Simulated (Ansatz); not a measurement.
A made-up structure of CH₄SSe, closed shell:

C1  (-0.573, 0.765, -0.297)
S2  (-0.516, -0.456, 1.030)
Se3  (0.813, -1.987, 0.228)
H4  (-0.951, -0.503, 2.317)
H5  (0.399, 1.235, -0.441)
H6  (-1.294, 1.521, 0.025)
H7  (2.087, -1.394, 0.682)
(Å)

It is relaxed with PBE-D4/def2-SVP and then PBE0-D4/def2-TZVP (Ansatz 0.2.0). Atoms count as bonded within 1.22 times the sum of their covalent radii (H–H: 0.88 Å). The end point is not checked to be a true minimum.

(1) Does its bonding change? (A judgement: the text doesn't fix the answer.)

Results:

(1) Computed: No: no bond forms or breaks.

Where it ends: The first stage lowers the energy by 2.64 eV in 14 steps. It ends as CH₄SSe ([CH2][SH][SeH]):
C1  (-0.650, 1.009, 0.159)
S2  (-0.807, -0.448, 0.875)
Se3  (0.679, -2.347, 0.363)
H4  (-0.122, -0.255, 2.012)
H5  (0.240, 1.612, 0.278)
H6  (-1.258, 1.147, -0.725)
H7  (1.883, -1.535, 0.582)
(Å)

Labels in which every atom is bracketed show which atoms are joined, not bond orders.

For scale, one of the runs: PBE0-D4/def2-TZVP relaxation, 140 basis functions, launched by `ansatz run in.yaml --threads 2 --pin off --events-out ev --progress --plain --max-ram 4352MiB`. The run took about 36 s on 2 CPU threads of an Arm Neoverse V1 (shared host).
